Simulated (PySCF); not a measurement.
Molecule: `[SiH3][Si]([SiH3])([SiH3])[SiH3]`, H₁₂Si₅.

Geometry:
```json
{"atom": "Si1", "x (Å)": "-0.205", "y (Å)": "-1.025", "z (Å)": "-2.094"}
{"atom": "Si2", "x (Å)": "-0.009", "y (Å)": "0.009", "z (Å)": "-0.001"}
{"atom": "Si3", "x (Å)": "-0.131", "y (Å)": "2.333", "z (Å)": "-0.259"}
{"atom": "Si4", "x (Å)": "-1.729", "y (Å)": "-0.735", "z (Å)": "1.405"}
{"atom": "Si5", "x (Å)": "2.052", "y (Å)": "-0.563", "z (Å)": "0.956"}
{"atom": "H6", "x (Å)": "-1.522", "y (Å)": "-0.685", "z (Å)": "-2.717"}
{"atom": "H7", "x (Å)": "-0.113", "y (Å)": "-2.510", "z (Å)": "-1.943"}
{"atom": "H8", "x (Å)": "0.891", "y (Å)": "-0.561", "z (Å)": "-3.000"}
{"atom": "H9", "x (Å)": "0.028", "y (Å)": "3.008", "z (Å)": "1.066"}
{"atom": "H10", "x (Å)": "-1.454", "y (Å)": "2.719", "z (Å)": "-0.843"}
{"atom": "H11", "x (Å)": "0.956", "y (Å)": "2.801", "z (Å)": "-1.174"}
{"atom": "H12", "x (Å)": "-3.062", "y (Å)": "-0.390", "z (Å)": "0.822"}
{"atom": "H13", "x (Å)": "-1.644", "y (Å)": "-2.219", "z (Å)": "1.572"}
{"atom": "H14", "x (Å)": "-1.609", "y (Å)": "-0.091", "z (Å)": "2.749"}
{"atom": "H15", "x (Å)": "2.135", "y (Å)": "-2.045", "z (Å)": "1.145"}
{"atom": "H16", "x (Å)": "3.175", "y (Å)": "-0.125", "z (Å)": "0.070"}
{"atom": "H17", "x (Å)": "2.199", "y (Å)": "0.102", "z (Å)": "2.287"}
```

Geometry PBE0-D3(BJ)/def2-SVP throughout; GIAO in PySCF 2.14, gas phase, one conformer, non-relativistic; equivalent atoms averaged; functional PBE0.

(1) How do the shifts δ (against TMS at the same level) depend on the basis set? (ppm; last column core-seconds on shared hosts with different chips, so compare them loosely)

(2) Which nucleus moves most, in ppm?

(3) Taking the largest basis, def2-TZVP (257 functions), as the yardstick, rank the others by their worst heavy-atom deviation.

## Answers

(1) 
| basis set | functions | Si1/Si3/Si4/Si5 | Si2 | H6/H7/H8/H9/H10/H11/H12/H13/H14/H15/H16/H17 | core-s |
| --- | --- | --- | --- | --- | --- |
| STO-3G | 57 | -75.9 | -93.5 | 1.46 | 5.4 |
| 6-31G | 89 | -74.1 | -122.7 | 3.46 | 9.9 |
| pcSseg-0 | 89 | -139.9 | -218.9 | 3.44 | 9.3 |
| 6-31G* | 114 | -67.7 | -128.8 | 3.96 | 13 |
| def2-SVP | 150 | -95.1 | -152.8 | 3.74 | 16 |
| cc-pVDZ | 150 | -88.2 | -131.9 | 3.73 | 20 |
| pcSseg-1 | 180 | -98.6 | -159.1 | 3.75 | 46 |
| aug-cc-pVDZ | 243 | -89.8 | -141.6 | 3.87 | 43 |
| 6-311+G(2d,p) | 247 | -97.8 | -154.9 | 4.03 | 38 |
| def2-TZVP | 257 | -99.3 | -162.6 | 4.03 | 41 |

(2) Si2 (silicon bonded to 4 Si): from -218.9 ppm with pcSseg-0 to -93.5 ppm with STO-3G. The smallest spread is 2.57 ppm, at H6/H7/H8/H9/H10/H11/H12/H13/H14/H15/H16/H17.

(3) pcSseg-1 3.5 ppm (180 functions), 6-311+G(2d,p) 7.7 ppm (247 functions), def2-SVP 9.8 ppm (150 functions), aug-cc-pVDZ 21.0 ppm (243 functions), cc-pVDZ 30.7 ppm (150 functions), 6-31G* 33.8 ppm (114 functions), 6-31G 39.9 ppm (89 functions), pcSseg-0 56.3 ppm (89 functions), STO-3G 69.1 ppm (57 functions).

A small basis that lands close on one nucleus may do so by chance; judge by the trend and by all nuclei.
